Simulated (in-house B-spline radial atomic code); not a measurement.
Configurations of Sn V (Sn4+), with energies counted from [Kr] 4d10. Method: scalar-relativistic (X2C) TPSSh, spin-polarised, spherical fractional occupations, Fermi nucleus of rms radius 4.6519 fm. Calculated with a radial B-spline atomic code at the basis-set limit. Caution: exact exchange at fractional occupations of open shells leaves self-interaction of up to several eV. Shells without spins written out take the highest spin.

Occupations are held fixed; configurations that lie above the ionisation limit could autoionise.

| configuration | E - E(ref) (eV) | highest orbital | its <r> (bohr) |
| --- | --- | --- | --- |
| [Kr] 4d9 5s1 | 23.643 | 5s up | 1.99 |
| [Kr] 4d(5 up, 4 down) 5f(0 up, 1 down) | 61.303 | 5f down | 4.876 |
| [Ar] 3d10 4s2 4p5 4d10 5p1 | 101.13 | 5p up | 2.27 |
| [Ar] 3d10 4s2 4p5 4d10 5f1 | 127.77 | 5f up | 4.785 |
| [Ar] 3d(5 up, 4 down) 4s2 4p6 4d10 5d(0 up, 1 down) | 512.44 | 5d down | 2.974 |
| [Ar] 3d(5 up, 4 down) 4s2 4p6 4d10 4f(1 up, 0 down) | 517.6 | 4f up | 2.595 |
| [Ar] 3d9 4s2 4p6 4d10 5f1 | 525.31 | 5f up | 4.762 |

Question: Order these further configurations by energy, lowest first.
A. [Ar] 3d9 4s2 4p6 4d10 5d1
B. [Ar] 3d10 4s2 4p5 4d10 4f1
C. [Ar] 3d10 4s2 4p5 4d10 5s1
D. [Kr] 4d(4 up, 5 down) 4f(1 up, 0 down)
E. [Ar] 3d9 4s2 4p6 4d10 5p1

Answer: D (53.639 eV), C (90.206 eV), B (119.93 eV), E (498.45 eV), A (512.4 eV).

Question: How far above the reference does [Kr] 4d9 4f1 lie?

Answer: 53.343 eV; its least bound orbital is 4f up with <r> = 2.616 bohr.

Question: How far above the reference does [Ar] 3d9 4s2 4p6 4d10 5s1 lie?

Answer: 487.52 eV; its least bound orbital is 5s up with <r> = 1.974 bohr.
